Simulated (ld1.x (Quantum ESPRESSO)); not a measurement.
## How hard is this Ce PAW potential?

cerium, PAW, made with ld1.x (Quantum ESPRESSO) 7.5 (PBE, scalar-relativistic). Core [Kr], reference 4d10 4f1 5s2 5p6 5d1 6s2 6p0. Waves: 5s (bound): rcut 2.10, rcutus 2.25 bohr; 6s (bound): rcut 2.10, rcutus 2.25 bohr; 5p (bound): rcut 2.30, rcutus 2.40 bohr; 6p (bound, empty): rcut 2.30, rcutus 2.40 bohr; 4d (bound): rcut 1.00, rcutus 1.10 bohr; 5d (bound): rcut 1.00, rcutus 1.10 bohr; 4f (bound): rcut 1.20, rcutus 1.45 bohr; 4f channel at 0.8 Ry: rcut 1.20, rcutus 1.45 bohr. Local part: all-electron potential smoothed inside 1.90 bohr (lloc = -1). Core correction: Bessel-smoothed model core, default radius (core density twice the valence density). Augmentation charge: PSQ, inside the norm-conserving radii.

The pseudo-atom Hamiltonian at the reference potential is diagonalised in spherical Bessel functions j_l(qr) that vanish at 20 bohr, with q² up to the cutoff. All-electron valence levels (Ry): 5s -2.9833, 6s -0.2752, 5p -1.7070, 6p -0.0991, 4d -8.1205, 5d -0.2248, 4f -0.3955.

**Question.** How do the lowest levels (Ry) of each channel move with the cutoff, and are there ghosts?

**Answer.**

| cutoff (Ry) | s #1 | s #2 | p #1 | p #2 | d #1 | d #2 | f #1 | Σ f·Δε (mRy) |
| --- | --- | --- | --- | --- | --- | --- | --- | --- |
| 8 | -2.9766 | -0.2720 | -1.6741 | -0.0921 | -0.9649 | 0.0211 | 0.0901 | 72506.2 |
| 21 | -2.9832 | -0.2752 | -1.7068 | -0.0990 | -4.7344 | -0.0329 | 0.0900 | 34541.1 |
| 45 | -2.9833 | -0.2752 | -1.7070 | -0.0990 | -7.6472 | -0.1112 | -0.3170 | 4925.5 |
| 90 | -2.9833 | -0.2752 | -1.7070 | -0.0990 | -8.1165 | -0.1810 | -0.3948 | 85.6 |
| 160 | -2.9833 | -0.2752 | -1.7070 | -0.0990 | -8.1203 | -0.2241 | -0.3956 | 3.6 |
| 300 | -2.9833 | -0.2752 | -1.7070 | -0.0990 | -8.1205 | -0.2248 | -0.3956 | 0.2 |
| 400 | -2.9833 | -0.2752 | -1.7070 | -0.0990 | -8.1206 | -0.2248 | -0.3956 | 0.0 |

Result: no extra level below or beside the all-electron valence levels (s, p, d, f tested); 10 mRy is reached at 140 Ry and 1 mRy at 230 Ry.

Test run stopped at test 4 of 7 (negative rho).
